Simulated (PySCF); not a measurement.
A species of formula CH8B2N2 has this rotational fingerprint, computed with PySCF 2.14.0, PBE0-D3(BJ)/def2-SVP geometry optimisation, gas phase:

- Rotational constants: A = 8921, B = 3938, C = 2780 MHz
- Dipole components: |μa| = 2.50 D, |μb| = 2.22 D, |μc| = 0.00 D
- Inertial defect: -3.20 u·Å²
- κ: -0.62

Question: Which candidate fits, each taken in the one conformer that was computed?
A. `[BH2:1][N:2]([CH3:3])[BH:4][NH2:5]` with B1–N2–B4–N5 180°
B. `[BH2:1][NH:2][BH:3][NH:4][CH3:5]` with B1–N2–B3–N4 1°, N2–B3–N4–C5 180°

Answer: A. It is BN(C)BN, an asymmetric top, point group Cs. The candidates at the same level (rigid rotor, commonest isotopes):

```csv
SMILES,A (MHz),B (MHz),C (MHz),μa (D),μb (D),μc (D),Δ (u·Å²),point group,rotor
BNBNC,16484,2522,2218,1.22,0.19,0.00,-3.20,Cs,near-prolate asymmetric top
BN(C)BN,8921,3938,2780,2.50,2.22,0.00,-3.20,Cs,asymmetric top
```

`BNBNC` has A 85 % too high. In the right answer the mirror of this Cs structure is the ab plane, so μc vanishes by symmetry (the 0.02 D computed is a residue). No structure here is proved a minimum.
